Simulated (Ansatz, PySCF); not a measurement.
Sn(H)2(Br)(vinyl) (C₂H₅BrSn), SMILES [Br][SnH2][CH]=C. Atoms are numbered in the order given.

```xyz
9

Sn     0.1093     0.2111    -0.7227
Br    -1.4569    -0.2260     1.1971
C      2.0418     0.5944     0.0948
C      3.0761    -0.2244    -0.1362
H      0.1529    -1.2188    -1.6634
H     -0.5678     1.5461    -1.5521
H      2.1801     1.4836     0.7235
H      4.0714    -0.0273     0.2830
H      2.9862    -1.1300    -0.7493
```

The structure is a stationary point at r2SCAN-D4/def2-SVP. The structure was generated by enumeration; whether it is a known compound was not checked. The def2 effective core potentials stand for the cores of Sn; spin–orbit coupling is left out. One conformer was computed; it need not be the lowest.

Two levels are set side by side: PBE-D3(BJ)/def2-SVP (Ansatz, a quantum-chemistry and plane-wave program) and r2SCAN-D4/def2-SVP (Ansatz). Each level has its own optimised geometry; the coordinates shown are those of the second. Frequencies come from the Hessian of PySCF at each geometry. Differences are taken from unrounded values.

```json
[
 {"quantity": "mean bond length (Å)", "r2SCAN-D4": "1.588", "PBE-D3(BJ)": "1.599", "PBE-D3(BJ) minus r2SCAN-D4": "0.011"},
 {"quantity": "bond Sn1–Br2 (Å)", "r2SCAN-D4": "2.516", "PBE-D3(BJ)": "2.531", "PBE-D3(BJ) minus r2SCAN-D4": "0.016"},
 {"quantity": "bond Sn1–C3 (Å)", "r2SCAN-D4": "2.133", "PBE-D3(BJ)": "2.145", "PBE-D3(BJ) minus r2SCAN-D4": "0.012"},
 {"quantity": "bond C3–C4 (Å)", "r2SCAN-D4": "1.339", "PBE-D3(BJ)": "1.345", "PBE-D3(BJ) minus r2SCAN-D4": "0.006"},
 {"quantity": "bond Sn1–H5 (Å)", "r2SCAN-D4": "1.712", "PBE-D3(BJ)": "1.728", "PBE-D3(BJ) minus r2SCAN-D4": "0.016"},
 {"quantity": "bond Sn1–H6 (Å)", "r2SCAN-D4": "1.711", "PBE-D3(BJ)": "1.727", "PBE-D3(BJ) minus r2SCAN-D4": "0.016"},
 {"quantity": "bond C3–H7 (Å)", "r2SCAN-D4": "1.098", "PBE-D3(BJ)": "1.104", "PBE-D3(BJ) minus r2SCAN-D4": "0.006"},
 {"quantity": "bond C4–H8 (Å)", "r2SCAN-D4": "1.098", "PBE-D3(BJ)": "1.105", "PBE-D3(BJ) minus r2SCAN-D4": "0.007"},
 {"quantity": "bond C4–H9 (Å)", "r2SCAN-D4": "1.097", "PBE-D3(BJ)": "1.104", "PBE-D3(BJ) minus r2SCAN-D4": "0.007"},
 {"quantity": "highest harmonic wavenumber (cm⁻¹)", "r2SCAN-D4": "3203", "PBE-D3(BJ)": "3133", "PBE-D3(BJ) minus r2SCAN-D4": "-70"},
 {"quantity": "mean harmonic wavenumber (cm⁻¹)", "r2SCAN-D4": "1166", "PBE-D3(BJ)": "1133", "PBE-D3(BJ) minus r2SCAN-D4": "-33"},
 {"quantity": "zero-point energy (kcal/mol)", "r2SCAN-D4": "34.99", "PBE-D3(BJ)": "34.01", "PBE-D3(BJ) minus r2SCAN-D4": "-0.98"}
]
```
